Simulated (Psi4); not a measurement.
BrCdF (SMILES [F][Cd][Br]), singlet, at a GFN2-xTB geometry (such geometries of metal compounds can be far from the true shape) (core potentials on Cd); HF/def2-TZVP (Psi4).

The Psi4 input:
```
memory 2 GB

molecule {
0 1
Cd    0.79827849   -0.34557461    0.04966930
F     1.48960630    0.69865714   -1.42084097
Br   -1.47782356    0.29427619    0.29724121
}

set {
  basis def2-tzvp
}

energy('scf')
print_variables()
```

It wrote (shortened):

```
   => Loading Basis Set <=

    Name: DEF2-TZVP
    Role: ORBITAL
    Keyword: BASIS

    !!!  WARNING: ECP capability is in beta. Please check occupations closely.  !!!

         ---------------------------------------------------------
                                   SCF
               by Justin Turney, Rob Parrish, Andy Simmonett
                          and Daniel G. A. Smith
                              RHF Reference
         ---------------------------------------------------------

  ==> Geometry <==

    Molecular point group: cs
    Full point group: Cs

    Geometry (in Angstrom), charge = 0, multiplicity = 1:

       Center              X                  Y                   Z               Mass
    ------------   -----------------  -----------------  -----------------  -----------------
         CD          -0.250087320247    -0.816757153903     0.000000000000   113.903365090000
         F            1.542869265576    -1.535131167992     0.000000000000    18.998403162730
         BR          -0.010469873257     1.548390815674     0.000000000000    78.918337600000

  Running in cs symmetry.

  Rotational constants: A =      0.33502  B =      0.05403  C =      0.04653 [cm^-1]
  Rotational constants: A =  10043.72874  B =   1619.78673  C =   1394.83662 [MHz]
  Nuclear repulsion =  253.413382206590796

  Charge       = 0
  Multiplicity = 1
  Electrons    = 64
  Nalpha       = 32
  Nbeta        = 32

  ==> Algorithm <==

  SCF Algorithm Type is DF.
  DIIS enabled.
  MOM disabled.
  Fractional occupation disabled.
  Guess Type is SAD.
  Energy threshold   = 1.00e-06
  Density threshold  = 1.00e-06
  Integral threshold = 1.00e-12

  ==> Primary Basis <==

  Basis Set: DEF2-TZVP
    Blend: DEF2-TZVP
    Number of shells: 41
    Number of basis functions: 119
    Number of Cartesian functions: 137
    Spherical Harmonics?: true
    Max angular momentum: 3

  Core potential: DEF2-TZVP
    Number of shells: 4
    Number of ECP primitives: 14
    Number of ECP core electrons: 28
    Max angular momentum: 3

   => Loading Basis Set <=

    Name: (DEF2-TZVP AUX)
    Role: JKFIT
    Keyword: DF_BASIS_SCF

  ==> Integral Setup <==

  SCF_SUBTYPE=INCORE selected. In-core MEM_DF algorithm will be used.
  Using in-core AOs.

  ==> MemDFJK: Density-Fitted J/K Matrices <==

    J tasked:                   Yes
    K tasked:                   Yes
    wK tasked:                   No
    Algorithm:                 Core
    Schwarz Cutoff:           1E-12
    Mask sparsity (%):       5.2539
    Fitting Condition:        1E-10

   => Auxiliary Basis Set <=

  Basis Set: (DEF2-TZVP AUX)
    Blend: DEF2-UNIVERSAL-JKFIT
    Number of shells: 134
    Number of basis functions: 598
    Number of Cartesian functions: 848
    Spherical Harmonics?: true
    Max angular momentum: 6

  Minimum eigenvalue in the overlap matrix is 9.7286337551E-03.
  Reciprocal condition number of the overlap matrix is 2.4069243535E-03.
    Using symmetric orthogonalization.

  ==> Pre-Iterations <==

  SCF Guess: Superposition of Atomic Densities via on-the-fly atomic UHF (no occupation information).

   -------------------------
    Irrep   Nso     Nmo
   -------------------------
     A'        80      80
     A"        39      39
   -------------------------
    Total     119     119
   -------------------------

  ==> Iterations <==

                           Total Energy        Delta E     RMS |[F,P]|

   @DF-RHF iter SAD: -2835.82507064792708   -2.83583e+03   0.00000e+00
   @DF-RHF iter   1: -2838.42503864474656   -2.59997e+00   1.52677e-02 ADIIS/DIIS
   @DF-RHF iter   2: -2838.66641966922725   -2.41381e-01   9.72874e-03 ADIIS/DIIS
   @DF-RHF iter   3: -2838.79611123267614   -1.29692e-01   7.47452e-04 ADIIS/DIIS
   @DF-RHF iter   4: -2838.79767118086556   -1.55995e-03   2.69103e-04 ADIIS/DIIS
   @DF-RHF iter   5: -2838.79798901569529   -3.17835e-04   6.06369e-05 DIIS
   @DF-RHF iter   6: -2838.79804329987155   -5.42842e-05   2.00259e-05 DIIS
   @DF-RHF iter   7: -2838.79804759110266   -4.29123e-06   7.07386e-06 DIIS
   @DF-RHF iter   8: -2838.79804797012366   -3.79021e-07   2.07424e-06 DIIS
   @DF-RHF iter   9: -2838.79804800794727   -3.78236e-08   5.90039e-07 DIIS
  Energy and wave function converged.

  ==> Post-Iterations <==

    Orbital Energies [Eh]
    ---------------------

    Doubly Occupied:

       1Ap  -489.989341     2Ap   -65.132227     3Ap   -58.487017
       1App  -58.486309     4Ap   -58.486224     5Ap   -26.177038
       6Ap    -9.805677     7Ap    -7.416005     2App   -7.412195
       8Ap    -7.411879     9Ap    -4.895993    10Ap    -3.267999
       3App   -3.267606    11Ap    -3.262716    12Ap    -3.157458
       4App   -3.155881    13Ap    -3.155475     5App   -3.151029
      14Ap    -3.151018    15Ap    -1.448500    16Ap    -0.980771
      17Ap    -0.822946     6App   -0.822178    18Ap    -0.821165
       7App   -0.819117    19Ap    -0.813926    20Ap    -0.550463
       8App   -0.535592    21Ap    -0.532592    22Ap    -0.433100
       9App   -0.402937    23Ap    -0.399199

    Virtual:

      24Ap    -0.045656    10App    0.054818    25Ap     0.112257
      26Ap     0.136934    27Ap     0.199740    11App    0.298480
      28Ap     0.330024    29Ap     0.374333    30Ap     0.387238
      12App    0.413103    31Ap     0.427280    13App    0.462128
      32Ap     0.463293    14App    0.476243    33Ap     0.514711
      15App    0.643965    34Ap     0.647868    35Ap     0.669078
      16App    0.762867    36Ap     0.764640    37Ap     0.797844
      17App    0.868551    38Ap     0.895979    39Ap     0.933532
      40Ap     1.153150    41Ap     1.169845    42Ap     1.622053
      18App    1.622060    43Ap     1.628924    19App    1.644511
      44Ap     1.656094    20App    1.833746    45Ap     1.834026
      21App    1.842213    46Ap     1.842429    47Ap     1.876411
      22App    1.892032    48Ap     1.893998    23App    1.925530
      49Ap     1.930463    50Ap     1.997229    51Ap     2.073362
      24App    2.149680    52Ap     2.309749    25App    2.353452
      53Ap     2.368591    26App    2.393967    54Ap     2.439885
      55Ap     2.473321    56Ap     2.664723    27App    2.744039
      28App    2.767942    57Ap     2.811250    58Ap     2.888285
      29App    3.042910    59Ap     3.051397    60Ap     3.061971
      30App    3.063604    31App    3.069631    61Ap     3.073154
      62Ap     3.214288    63Ap     3.286016    32App    3.751722
      64Ap     3.768033    65Ap     3.906726    66Ap     4.337304
      33App    4.464158    67Ap     4.468214    34App    4.504722
      68Ap     4.517288    69Ap     4.571330    35App    7.487069
      70Ap     7.488292    36App    7.492521    71Ap     7.493835
      37App    7.506774    72Ap     7.506815    73Ap     7.543808
      74Ap     7.982131    38App    8.981614    75Ap     8.985474
      39App    9.026472    76Ap     9.050835    77Ap     9.269721
      78Ap    36.148506    79Ap    58.531437    80Ap   115.402555

    Final Occupation by Irrep:
             Ap   App
    DOCC [    23,    9 ]
    NA   [    23,    9 ]
    NB   [    23,    9 ]

  @DF-RHF Final Energy: -2838.79804800794727

   => Energetics <=

    Nuclear Repulsion Energy =            253.4133822065907964
    One-Electron Energy =               -4527.1197678847711359
    Two-Electron Energy =                1434.9083376702333226
    Total Energy =                      -2838.7980480079472727

Computation Completed

Properties will be evaluated at   0.000000,   0.000000,   0.000000 [a0]

Properties computed using the SCF density matrix

 Multipole Moments:

 ------------------------------------------------------------------------------------
     Multipole            Electronic (a.u.)      Nuclear  (a.u.)        Total (a.u.)
 ------------------------------------------------------------------------------------

 L = 1.  Multiply by 2.5417464519 to convert [e a0] to [Debye]
 Dipole X            :        -18.3923955           16.0959906           -2.2964049
 Dipole Y            :        -46.7342416           45.4334663           -1.3007753
 Dipole Z            :          0.0000000            0.0000000            0.0000000
 Magnitude           :                                                    2.6392218

 ------------------------------------------------------------------------------------

  Variable Map:
  ----------------------------------------------------------------------------
  "CURRENT ENERGY"           =>   -2838.798048007947
  "CURRENT REFERENCE ENERGY" =>   -2838.798048007947
  "DD SOLVATION ENERGY"      =>       0.000000000000
  "HF KINETIC ENERGY"        =>    2736.837350691603
  "HF POTENTIAL ENERGY"      =>   -5575.635398699551
  "HF TOTAL ENERGY"          =>   -2838.798048007947
  "HF VIRIAL RATIO"          =>       2.037254934894
  "NUCLEAR REPULSION ENERGY" =>     253.413382206591
  "ONE-ELECTRON ENERGY"      =>   -4527.119767884771
  "PCM POLARIZATION ENERGY"  =>       0.000000000000
  "PE ENERGY"                =>       0.000000000000
  "SCF ITERATION ENERGY"     =>   -2838.798048007947
  "SCF ITERATIONS"           =>       9.000000000000
  "SCF TOTAL ENERGY"         =>   -2838.798048007947
  "TWO-ELECTRON ENERGY"      =>    1434.908337670233

  Array Variable Map:
  ----------------------------------------------------------------------------
  "CURRENT DIPOLE"           =>      -2.296404916264 ... 0.000000000000 1 by 3
  "SCF DIPOLE"               =>      -2.296404916264 ... 0.000000000000 1 by 3
  "SCF TOTAL ENERGIES"       =>   -2835.825070647927 ... -2838.798048007947 1 by 10
```
